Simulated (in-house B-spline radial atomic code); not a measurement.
## Nb VI (Nb5+): [Ar] 3d10 4s2 4p6

Method: non-relativistic revTPSS, spin-polarised, spherical fractional occupations, point nucleus. Calculated with a radial B-spline atomic code at the basis-set limit.

Z_r = [3n² - l(l+1)]/(2<r>); Z_e = n√(-2ε); the last column is Slater's effective charge. Values are occupation-weighted means over spin.

```tsv
shell	electrons	ε (eV)	<r> (bohr)	Z_r	Z_e	Slater
1s	2	-18448	0.03718	40.34	36.82	40.70
2s	2	-2595.7	0.1628	36.86	27.62	36.85
2p	6	-2387.1	0.1398	35.76	26.49	36.85
3s	2	-486.57	0.4541	29.73	17.94	29.75
3p	6	-407.38	0.4504	27.75	16.42	29.75
3d	10	-264.09	0.4313	24.34	13.22	19.85
4s	2	-116.84	1.148	20.90	11.72	13.25
4p	6	-93.895	1.236	18.61	10.51	13.25
```

The least bound orbital is 4p at -93.9 eV, and it is also the most diffuse (<r> = 1.236 bohr).

The density falls to 0.001 bohr⁻³ at 2.731 bohr; Σ<r²> = 17.692 bohr² gives, by the non-relativistic formula and without the paramagnetism of open shells, a Langevin diamagnetic susceptibility of -14.01×10⁻⁶ cm³/mol.
